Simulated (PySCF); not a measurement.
This PySCF input asks for the NMR shieldings of SMILES [SiH3]P[SiH2]C1CCCC1, C5H15PSi2; the geometry comes from GFN2-xTB.

```python
import basis_set_exchange as bse
import numpy as np
from pyscf import gto, dft
from pyscf.prop import nmr

atoms = """
Si    4.417424    0.050842    0.686725
P     2.442155    1.070185    0.789847
Si    1.216722   -0.180957   -0.597998
C    -0.588183    0.388050   -0.430509
C    -1.556876   -0.296043   -1.390949
C    -2.935713    0.061089   -0.830115
C    -2.735763    0.198744    0.691375
C    -1.221789    0.091355    0.930528
H     4.334751   -1.403684    0.843040
H     4.989270    0.366373   -0.619859
H     5.232670    0.609128    1.764509
H     2.026092    0.446820    1.947312
H     1.720135    0.061179   -1.954325
H     1.306705   -1.624073   -0.324534
H    -0.644683    1.468724   -0.602833
H    -1.427851    0.035209   -2.420056
H    -1.406551   -1.376511   -1.360704
H    -3.269298    1.009851   -1.252569
H    -3.682039   -0.693145   -1.076826
H    -3.271002   -0.578696    1.235941
H    -3.110538    1.161547    1.038336
H    -0.966141   -0.923964    1.242214
H    -0.874249    0.778718    1.701529
"""
names = dict.fromkeys(["Si", "P", "C", "H"], "pcSseg-1")
basis = {el: gto.basis.parse(bse.get_basis(n, elements=[el], fmt="nwchem")) for el, n in names.items()}
mol = gto.M(atom=atoms, basis=basis, charge=0, verbose=0)
mf = dft.RKS(mol, xc="PBE0")
mf.grids.level = 2
mf.grids.alignment = dft.numint.BLKSIZE   # the property module wants whole blocks of grid points
mf.conv_tol = 1e-9
mf.kernel()

calc = nmr.RKS(mf)   # GIAO
C = mf.mo_coeff
Co = C[:, mf.mo_occ > 0]
resp = mf.gen_response(singlet=True, hermi=2)
def vind(x):   # induced exchange potential for any number of trial vectors
    d = np.einsum("pi,xij,qj->xpq", C, 2 * x.reshape(-1, C.shape[1], Co.shape[1]), Co, optimize=True)
    return np.einsum("xpq,pi,qj->xij", resp(d - d.transpose(0, 2, 1)), C, Co, optimize=True).ravel()
mo1, _ = nmr.rhf.solve_mo1(calc, with_cphf=vind)
sigma = calc.kernel(mo1)
for i, s in enumerate(sigma):   # ppm
    w = np.linalg.eigvalsh((s + s.T) / 2)
    print("%2d %-2s iso %8.1f  s11 %8.1f  s22 %8.1f  s33 %8.1f" % (i, mol.atom_pure_symbol(i), w.mean(), *w))
```

Task: Give the expected output.

Result: 
```
 0 Si iso    432.7  s11    397.6  s22    433.4  s33    467.0
 1 P  iso    652.2  s11    591.2  s22    629.2  s33    736.2
 2 Si iso    386.9  s11    340.2  s22    378.6  s33    441.9
 3 C  iso    156.4  s11    138.1  s22    154.4  s33    176.8
 4 C  iso    151.8  s11    123.9  s22    158.9  s33    172.7
 5 C  iso    157.8  s11    128.0  s22    168.3  s33    177.2
 6 C  iso    160.3  s11    129.6  s22    172.9  s33    178.4
 7 C  iso    153.6  s11    126.7  s22    160.8  s33    173.3
 8 H  iso     27.6  s11     23.3  s22     26.1  s33     33.2
 9 H  iso     27.8  s11     24.2  s22     25.6  s33     33.6
10 H  iso     27.5  s11     23.5  s22     25.0  s33     34.1
11 H  iso     31.4  s11     24.4  s22     30.1  s33     39.7
12 H  iso     27.4  s11     22.8  s22     27.0  s33     32.4
13 H  iso     27.5  s11     23.2  s22     27.4  s33     32.0
14 H  iso     30.8  s11     26.6  s22     29.7  s33     36.2
15 H  iso     29.8  s11     24.3  s22     28.5  s33     36.7
16 H  iso     30.6  s11     24.8  s22     30.4  s33     36.6
17 H  iso     30.0  s11     24.7  s22     27.8  s33     37.6
18 H  iso     29.8  s11     24.6  s22     27.3  s33     37.6
19 H  iso     29.9  s11     24.4  s22     27.7  s33     37.6
20 H  iso     30.0  s11     24.4  s22     28.0  s33     37.5
21 H  iso     30.6  s11     24.4  s22     31.2  s33     36.2
22 H  iso     29.8  s11     23.4  s22     30.4  s33     35.5
```

These numbers come from an equivalent density-fitted implementation of the same equations, which agrees with the script to about 0.01 ppm for H and up to a few tenths of a ppm for heavy atoms, so last digits may differ.

Size and cost of the density-fitted run: 232 basis functions, 110 s wall time on 1 thread of an Arm Neoverse N1, shared host; peak memory 1.1 GiB.
